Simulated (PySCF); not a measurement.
Working out the ionisation energy of Co²⁺

Co²⁺ [Ar] 3d7 (4F) → Co³⁺ [Ar] 3d6 (5D). Computed with PySCF 2.14 in x2c-TZVPPall (6s5p4d2f1g, 64 functions), with the spin-free X2C one-electron Hamiltonian (Gaussian nucleus). Frozen: [Ar]. Energies in hartree (1 hartree = 27.21139 eV):

| part | Co²⁺ (lower) | Co³⁺ (upper) |
| --- | --- | --- |
| UHF | -1391.045047 | -1389.898836 |
| CCSD correlation | -0.177507 | -0.116616 |
| (T) | -0.003161 | -0.001188 |

Q: What does Hartree-Fock give?

A: (-1389.898836) − (-1391.045047) = 1.146211 hartree = 31.190 eV.

Q: What do CCSD and CCSD(T) give?

A: The CCSD correlation energies differ by 0.060891 hartree = 1.657 eV and the triples by 0.001973 hartree = 0.054 eV, so CCSD gives 32.847 eV and CCSD(T) 32.901 eV.

A first-order spin-orbit estimate adds 0.026 eV to CCSD(T) (valence), giving 32.927 eV against 33.5 ± 0.06 eV (semi-empirical (NIST evaluation); NIST Atomic Spectra Database, ionization energies).

What remains against the reference includes basis incompleteness, the frozen core and higher excitations.
